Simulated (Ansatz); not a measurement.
Stepwise reaction of `[F][Cd][F]` with hydrogen chloride, as a gas-phase model of exchange steps in deposition or etching. ΔE in kJ/mol; ΔG adds harmonic PBE0-D4 terms to CCSD(T)/CBS, at 1 bar.

Program: Ansatz. Geometries: PBE0-D4/def2-TZVP. ΔE: electronic, gas phase. CCSD(T)/CBS is the MP2 limit (def2-TZVPP, def2-QZVPP) plus CCSD(T) − MP2 in def2-TZVPP, frozen cores. This one scheme is used for every species. DFT in def2-TZVPP. B3LYP here is the variant with VWN-RPA as its local correlation; programs differ in this. Elements past krypton have def2 core potentials. For Cd outer-core shells are correlated without core-valence functions, which leaves a few kJ/mol of doubt a bond.

```
step                                  reaction  PBE-D4  B3LYP-D4  ωB97M-V  CCSD(T)/CBS  ΔG(400 K)
   1  `[F][Cd][F]` + HCl → `[F][Cd][Cl]` + H–F   -80.5     -83.8    -87.8        -92.8      -88.4
```

Give the row of step 2, `[F][Cd][Cl]` + HCl → `[Cl][Cd][Cl]` + H–F. (An estimate is asked.)

Computed: 
```
step                                    reaction  PBE-D4  B3LYP-D4  ωB97M-V  CCSD(T)/CBS  ΔG(400 K)
   2  `[F][Cd][Cl]` + HCl → `[Cl][Cd][Cl]` + H–F   -78.0     -81.5    -85.3        -89.9      -80.9
```

By hand: ΔE of the 2 steps together at CCSD(T)/CBS.

(-92.8) + (-89.9) = -182.7 kJ/mol, or -91.3 kJ/mol a step.

In ΔE the steps differ by no more than 2.9 kJ/mol. All are downhill at CCSD(T)/CBS. ΔG lies between -88.4 and -80.9 kJ/mol a step. PBE-D4 differs from CCSD(T)/CBS by 11.9 to 12.3 kJ/mol a step. Isolated molecules leave out the surface, adducts and barriers. Largest T1 diagnostic: 0.018.
